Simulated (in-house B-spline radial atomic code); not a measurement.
Configurations of Co IV (Co3+), with energies counted from [Ar] (3d3/2)4 (3d5/2)2. Computed with an all-electron radial atomic-structure program (B-spline basis): Dirac-Hartree-Fock, average of each configuration as written, Fermi nucleus of rms radius 3.7875 fm. Energies include first-order Breit, QED and recoil terms.

Occupations are held fixed; configurations that lie above the ionisation limit could autoionise.

| configuration | E - E(ref) (eV) | highest orbital | its <r> (bohr) |
| --- | --- | --- | --- |
| [Ar] (3d5/2)6 | 0.032182 | 3d5/2 | 0.9284 |
| [Ar] (3d3/2)4 (3d5/2)1 (5f7/2)1 | 43.851 | 5f7/2 | 7.765 |
| [Ar] (3d3/2)1 (3d5/2)4 (5g7/2)1 | 45.257 | 5g7/2 | 6.872 |
| [Ar] (3d3/2)4 (3d5/2)1 (6g7/2)1 | 46.582 | 6g7/2 | 10.99 |
| [Ne] 3s2 (3p1/2)2 (3p3/2)3 (3d5/2)6 5s1 | 100.34 | 5s1/2 | 4.383 |
| [Ne] 3s2 (3p1/2)2 (3p3/2)3 (3d3/2)2 (3d5/2)4 (6g7/2)1 | 111.94 | 6g7/2 | 10.99 |

Q: Order these further configurations by energy, lowest first.
A. [Ne] 3s2 (3p1/2)1 (3p3/2)4 (3d3/2)4 (3d5/2)2 4s1
B. [Ar] (3d3/2)1 (3d5/2)5
C. [Ne] 3s2 (3p1/2)2 (3p3/2)3 (3d5/2)6 (5d5/2)1
D. [Ne] 3s2 (3p1/2)1 (3p3/2)4 (3d3/2)3 (3d5/2)3 (5f7/2)1
E. [Ar] (3d3/2)1 (3d5/2)4 (7f5/2)1

A: B (0.70921 eV), E (49.487 eV), A (82.947 eV), C (107.25 eV), D (111.67 eV).

Q: How far above the reference does [Ar] (3d3/2)3 (3d5/2)3 lie?

A: 0.69342 eV; its least bound orbital is 3d5/2 with <r> = 0.9315 bohr.
